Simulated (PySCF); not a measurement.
Cartesian coordinates in Å; atom numbers follow the order of the lines, from 1:
```xyz
22

C     3.6920    0.0229   -0.7360
C     3.1787   -0.2822    0.6449
O     3.8950   -0.5416    1.5856
C     1.7179   -0.2417    0.7744
C     0.9241   -0.4757    1.9199
N    -0.3365   -0.3306    1.5749
N    -0.3181   -0.0242    0.2860
Si   -1.8202    0.2670   -0.6266
C    -2.8239   -1.3361   -0.4999
C    -2.6756    1.7236    0.2341
N     0.8850    0.0388   -0.2266
H     4.7772   -0.0281   -0.7524
H     3.2704   -0.6895   -1.4410
H     3.3571    1.0140   -1.0330
H     1.2300   -0.7277    2.9131
H    -1.3177    0.5640   -1.9682
H    -3.7820   -1.2448   -1.0017
H    -2.2947   -2.1727   -0.9479
H    -3.0146   -1.5874    0.5407
H    -2.0618    2.6197    0.2032
H    -2.8665    1.4929    1.2793
H    -3.6262    1.9587   -0.2340
```

PySCF 2.14.0 with density-fitted response routines calculation with GIAO PBE0/pcSseg-1 shieldings and structure optimised with GFN2-xTB; in vacuum, one computed conformer, averaged over atoms made equivalent by symmetry, fast rotation or ring inversion, non-relativistic.

Shifts are taken against calculated references (same method and geometry level): ¹³C (186.93 ppm) against TMS.

Do the ¹³C shifts follow the atomic charges (in e)? Tabulate both.

Answers


```json
{"atoms": "C2", "hybridisation": "sp2", "δ (ppm)": "197.0", "σ para (ppm)": "-257", "Hirshfeld": "+0.16", "IAO": "+0.38", "Mulliken": "+0.23", "ESP-fitted": "+0.69"}
{"atoms": "C4", "hybridisation": "sp2", "δ (ppm)": "153.7", "σ para (ppm)": "-230", "Hirshfeld": "-0.00", "IAO": "-0.02", "Mulliken": "-0.01", "ESP-fitted": "+0.07"}
{"atoms": "C5", "hybridisation": "sp2", "δ (ppm)": "143.5", "σ para (ppm)": "-211", "Hirshfeld": "-0.01", "IAO": "-0.07", "Mulliken": "+0.14", "ESP-fitted": "+0.01"}
{"atoms": "C1", "hybridisation": "sp3", "δ (ppm)": "30.8", "σ para (ppm)": "-95", "Hirshfeld": "-0.13", "IAO": "-0.48", "Mulliken": "-0.24", "ESP-fitted": "-0.58"}
{"atoms": "C9/C10", "hybridisation": "sp3", "δ (ppm)": "-0.8", "σ para (ppm)": "-67", "Hirshfeld": "-0.21", "IAO": "-0.73", "Mulliken": "-0.63", "ESP-fitted": "-0.63"}
```

Correlation coefficients of δ with charge over these carbons: Hirshfeld +0.96, IAO +0.98, Mulliken +0.94, ESP-fitted +0.96; with the paramagnetic shielding -1.00. With so few points, grouped by hybridisation, these coefficients are fragile. Charge is one influence among several: hybridisation and low-lying excitations act through the paramagnetic term.

Shifts are as computed. Against solution values, carbons near 30 ppm lie about +3 ppm off and those near 130 ppm about +5 ppm. Of 1211 compounds with measured shifts, 218 miss one by over three times the rms of a fit or turn the order of signals round; such compounds aren't used in these exercises.
